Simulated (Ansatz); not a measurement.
Molecule: HS2 (charge 0, doublet). It need not be the lowest isomer of its formula. SMILES: [S]S
Structure (B3LYP-D3(BJ)/def2-TZVP (Ansatz, a quantum-chemistry and plane-wave program) minimum search):
```xyz
3

S     -0.9203     0.0126     0.4581
S      0.8239     0.0408    -0.4735
H      1.5432    -0.8556     0.2469
```
Charge 0, spin multiplicity 2.

Wanted: vertical electron affinity (to the singlet state of charge -1; a negative value means that the extra electron is unbound and the number depends on the basis; each state is the SCF solution reached for its spin), in eV. Correlated levels leave the core frozen unless marked. Open shells are spin-unrestricted. Spin-orbit coupling is left out. No relativistic terms. Anions need diffuse functions: aug- sets have them; def2-D sets add few. Basis-set limits of correlation are two-point, X^-3; Hartree-Fock from the larger set.

```
level                 program  vertical electron affinity (eV)
--------------------  -------  -------------------------------
HF/def2-TZVPPD         Ansatz                             0.81
BHLYP/def2-TZVPD       Ansatz                             1.59
CAM-B3LYP/def2-TZVPD   Ansatz                             1.73
wB97M-V/def2-TZVPD     Ansatz                             1.75
MP2/def2-SVPD          Ansatz                             1.69
```

Task: Predict the CCSD(T)/CBS(def2-TZVPPD,def2-QZVPPD) result (Ansatz).

Result: 1.83 eV, so MP2/def2-SVPD differs from it by -0.14 eV.
